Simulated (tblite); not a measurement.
A geometry optimisation, step by step.

Species: C₃H₃ClOSi.
Numbering: `[O:1]=[c:2]1[c:3]([SiH3:4])[c:5]1[Cl:6]` (hydrogens: H7, H8, H9 on Si4)

Computed with GFN2-xTB (tblite), gas phase: L-BFGS steps from a force-field or distance-geometry start until the largest atomic force falls under 0.01 eV/Å. 14 of its 34 geometries are shown.

Step 0: E = -494.6367 eV, largest atomic force 7.296 eV/Å
```
atom  x, y, z in Å  |  force x, y, z in eV/Å
O1      2.030   -1.648    0.455    0.652  -1.070   0.241
C2      1.452   -0.653    0.186    0.800  -0.946   0.341
C3      0.261    0.072   -0.012    1.077  -0.823   0.219
Si4    -1.427   -0.085   -0.019   -7.275  -0.548   0.062
C5      1.387    0.701   -0.139    3.238   1.339  -0.293
Cl6     2.239    2.027   -0.461    0.763   1.839  -0.432
H7     -1.944   -0.506    1.311    0.319   0.095  -0.286
H8     -2.096    1.190   -0.342    0.141  -0.075  -0.004
H9     -1.888   -1.093   -1.004    0.285   0.190   0.153
```

Step 3: E = -495.3921 eV, largest atomic force 2.212 eV/Å
```
atom  x, y, z in Å  |  force x, y, z in eV/Å
O1      2.056   -1.684    0.462    0.931  -1.573   0.399
C2      1.492   -0.692    0.201   -1.140   1.843  -0.445
C3      0.257    0.060   -0.010    0.757  -0.199   0.057
Si4    -1.596   -0.096   -0.017    0.219   0.167  -0.056
C5      1.460    0.693   -0.138    0.032  -0.257   0.032
Cl6     2.278    2.123   -0.484   -0.229  -0.015   0.010
H7     -1.942   -0.509    1.321   -0.153  -0.110   0.334
H8     -2.105    1.210   -0.348   -0.289   0.352  -0.109
H9     -1.886   -1.100   -1.013   -0.130  -0.208  -0.222
```

Step 5: E = -495.4277 eV, largest atomic force 0.368 eV/Å
```
atom  x, y, z in Å  |  force x, y, z in eV/Å
O1      2.065   -1.698    0.465   -0.086   0.230  -0.065
C2      1.487   -0.686    0.201    0.196  -0.296   0.098
C3      0.266    0.057   -0.009    0.347   0.021  -0.002
Si4    -1.593   -0.092   -0.018    0.096   0.086  -0.009
C5      1.467    0.695   -0.139   -0.053  -0.139   0.012
Cl6     2.272    2.126   -0.484   -0.182   0.005   0.003
H7     -1.946   -0.512    1.330   -0.076  -0.019   0.072
H8     -2.114    1.222   -0.351   -0.172   0.140  -0.053
H9     -1.890   -1.106   -1.020   -0.072  -0.028  -0.055
```

Step 8: E = -495.4391 eV, largest atomic force 0.199 eV/Å
```
atom  x, y, z in Å  |  force x, y, z in eV/Å
O1      2.074   -1.703    0.466    0.132  -0.141   0.046
C2      1.498   -0.695    0.206    0.020   0.067  -0.030
C3      0.281    0.051   -0.008   -0.071  -0.065   0.018
Si4    -1.587   -0.081   -0.019   -0.016   0.039  -0.003
C5      1.479    0.685   -0.139    0.039  -0.054   0.013
Cl6     2.253    2.133   -0.486   -0.109   0.036  -0.009
H7     -1.955   -0.513    1.337    0.013   0.076  -0.166
H8     -2.134    1.237   -0.357   -0.013  -0.114   0.020
H9     -1.897   -1.108   -1.025    0.004   0.157   0.111
```

Step 10: E = -495.4485 eV, largest atomic force 0.188 eV/Å
```
atom  x, y, z in Å  |  force x, y, z in eV/Å
O1      2.094   -1.714    0.470    0.129  -0.126   0.049
C2      1.518   -0.708    0.210   -0.070   0.027  -0.039
C3      0.296    0.038   -0.004   -0.118  -0.141   0.040
Si4    -1.578   -0.064   -0.021   -0.006   0.006  -0.011
C5      1.494    0.669   -0.137   -0.055   0.096  -0.009
Cl6     2.216    2.142   -0.487   -0.007   0.049  -0.016
H7     -1.962   -0.505    1.324    0.029   0.080  -0.086
H8     -2.158    1.240   -0.362    0.074  -0.102   0.029
H9     -1.906   -1.090   -1.017    0.023   0.112   0.044
```

Step 13: E = -495.4528 eV, largest atomic force 0.085 eV/Å
```
atom  x, y, z in Å  |  force x, y, z in eV/Å
O1      2.108   -1.719    0.472    0.020   0.073  -0.018
C2      1.524   -0.715    0.209    0.033  -0.030   0.007
C3      0.297    0.023    0.000    0.017  -0.038   0.009
Si4    -1.573   -0.058   -0.022   -0.002  -0.026   0.006
C5      1.490    0.666   -0.136   -0.056  -0.036   0.014
Cl6     2.199    2.147   -0.489   -0.034  -0.014   0.000
H7     -1.963   -0.495    1.313   -0.010   0.028   0.074
H8     -2.160    1.233   -0.361    0.043   0.063  -0.010
H9     -1.908   -1.075   -1.012   -0.010  -0.019  -0.082
```

Step 15: E = -495.4552 eV, largest atomic force 0.147 eV/Å
```
atom  x, y, z in Å  |  force x, y, z in eV/Å
O1      2.122   -1.718    0.473    0.023   0.059  -0.027
C2      1.527   -0.721    0.209    0.080   0.038   0.020
C3      0.296    0.006    0.004    0.016   0.069  -0.025
Si4    -1.572   -0.058   -0.022   -0.081  -0.043   0.011
C5      1.480    0.664   -0.135    0.035  -0.076   0.011
Cl6     2.188    2.149   -0.490   -0.101  -0.104   0.025
H7     -1.964   -0.485    1.317   -0.014   0.018   0.047
H8     -2.153    1.236   -0.361    0.057   0.053  -0.009
H9     -1.909   -1.068   -1.020   -0.014  -0.014  -0.053
```

Step 18: E = -495.4612 eV, largest atomic force 0.098 eV/Å
```
atom  x, y, z in Å  |  force x, y, z in eV/Å
O1      2.170   -1.712    0.473    0.040  -0.037  -0.010
C2      1.549   -0.732    0.211   -0.019   0.046   0.031
C3      0.294   -0.036    0.014   -0.024   0.055  -0.024
Si4    -1.577   -0.060   -0.023   -0.056  -0.007  -0.003
C5      1.462    0.647   -0.129    0.072   0.009  -0.022
Cl6     2.134    2.145   -0.490   -0.059  -0.035   0.013
H7     -1.972   -0.453    1.330   -0.024  -0.013  -0.049
H8     -2.130    1.252   -0.364    0.093  -0.029   0.011
H9     -1.918   -1.047   -1.048   -0.023   0.013   0.052
```

Step 20: E = -495.4623 eV, largest atomic force 0.066 eV/Å
```
atom  x, y, z in Å  |  force x, y, z in eV/Å
O1      2.178   -1.710    0.472   -0.003   0.001  -0.006
C2      1.552   -0.732    0.214   -0.031  -0.027   0.020
C3      0.294   -0.038    0.014    0.011  -0.011   0.001
Si4    -1.579   -0.061   -0.023    0.035   0.000   0.000
C5      1.462    0.644   -0.129   -0.003   0.014  -0.012
Cl6     2.122    2.142   -0.490   -0.002   0.055  -0.011
H7     -1.974   -0.449    1.329   -0.036  -0.028  -0.018
H8     -2.121    1.254   -0.364    0.065   0.014  -0.001
H9     -1.921   -1.043   -1.049   -0.036  -0.017   0.029
```

Step 23: E = -495.4647 eV, largest atomic force 0.106 eV/Å
```
atom  x, y, z in Å  |  force x, y, z in eV/Å
O1      2.193   -1.707    0.469   -0.083   0.050   0.023
C2      1.551   -0.735    0.221    0.075  -0.026  -0.071
C3      0.294   -0.045    0.014    0.048  -0.048   0.031
Si4    -1.579   -0.065   -0.022    0.067   0.000   0.009
C5      1.461    0.641   -0.132   -0.063  -0.017   0.035
Cl6     2.099    2.148   -0.491    0.016   0.049  -0.018
H7     -1.988   -0.448    1.324   -0.033  -0.035   0.018
H8     -2.083    1.260   -0.364    0.011   0.072  -0.019
H9     -1.935   -1.041   -1.045   -0.037  -0.045  -0.008
```

Step 25: E = -495.4667 eV, largest atomic force 0.148 eV/Å
```
atom  x, y, z in Å  |  force x, y, z in eV/Å
O1      2.209   -1.704    0.469   -0.029  -0.033   0.048
C2      1.557   -0.740    0.223    0.088   0.064  -0.100
C3      0.297   -0.062    0.018    0.002  -0.012   0.020
Si4    -1.574   -0.068   -0.022   -0.031   0.011  -0.001
C5      1.455    0.637   -0.132   -0.013   0.015   0.034
Cl6     2.071    2.157   -0.493   -0.010  -0.032   0.000
H7     -2.005   -0.446    1.321   -0.008  -0.021  -0.013
H8     -2.045    1.272   -0.365    0.011   0.017  -0.008
H9     -1.953   -1.039   -1.045   -0.011  -0.009   0.020
```

Step 28: E = -495.4681 eV, largest atomic force 0.028 eV/Å
```
atom  x, y, z in Å  |  force x, y, z in eV/Å
O1      2.214   -1.705    0.472    0.024  -0.014   0.000
C2      1.568   -0.739    0.216   -0.003   0.014   0.004
C3      0.299   -0.072    0.022   -0.014   0.004  -0.007
Si4    -1.573   -0.067   -0.022   -0.023   0.008  -0.002
C5      1.451    0.637   -0.129    0.008   0.012  -0.004
Cl6     2.056    2.160   -0.495    0.002  -0.017   0.004
H7     -2.015   -0.448    1.318   -0.001  -0.006  -0.011
H8     -2.023    1.280   -0.367    0.005  -0.008  -0.001
H9     -1.963   -1.039   -1.041    0.003   0.008   0.017
```

Step 30: E = -495.4682 eV, largest atomic force 0.013 eV/Å
```
atom  x, y, z in Å  |  force x, y, z in eV/Å
O1      2.214   -1.704    0.472    0.006   0.011  -0.004
C2      1.568   -0.739    0.216    0.000  -0.004   0.004
C3      0.299   -0.071    0.022    0.000  -0.005  -0.002
Si4    -1.574   -0.067   -0.022    0.001   0.006   0.001
C5      1.451    0.637   -0.129   -0.007  -0.003   0.000
Cl6     2.056    2.159   -0.495    0.008  -0.003   0.001
H7     -2.016   -0.449    1.317   -0.004  -0.007   0.000
H8     -2.022    1.280   -0.367   -0.004   0.006  -0.005
H9     -1.964   -1.039   -1.040   -0.002  -0.001   0.004
```

Step 33: E = -495.4682 eV, largest atomic force 0.008 eV/Å
```
atom  x, y, z in Å  |  force x, y, z in eV/Å
O1      2.217   -1.703    0.472   -0.002   0.007   0.001
C2      1.568   -0.739    0.217    0.004  -0.001  -0.006
C3      0.298   -0.072    0.021    0.002  -0.001   0.004
Si4    -1.574   -0.066   -0.022    0.007  -0.004   0.002
C5      1.450    0.637   -0.129   -0.003  -0.005   0.002
Cl6     2.057    2.158   -0.494    0.004   0.002   0.000
H7     -2.017   -0.451    1.316   -0.003   0.000   0.002
H8     -2.020    1.281   -0.368   -0.005   0.006  -0.002
H9     -1.965   -1.039   -1.038   -0.005  -0.002  -0.003
```

Question: Summarise the path.

Answer: The energy falls by 0.8315 eV from step 0 to step 33; nine tenths of that is first reached at step 3. It falls at every step. The largest force goes from 7.296 to 0.008 eV/Å. Among the bonds C3–Si4 changes most, from 1.696 to 1.873 Å; the atoms move by 0.148 Å rms after alignment.

The cost below is that of the whole relaxation. The run took 0.27 s on an Arm Neoverse N1 with one thread, no GPU, shared host with 32 logical CPUs at a one-minute load of 25.
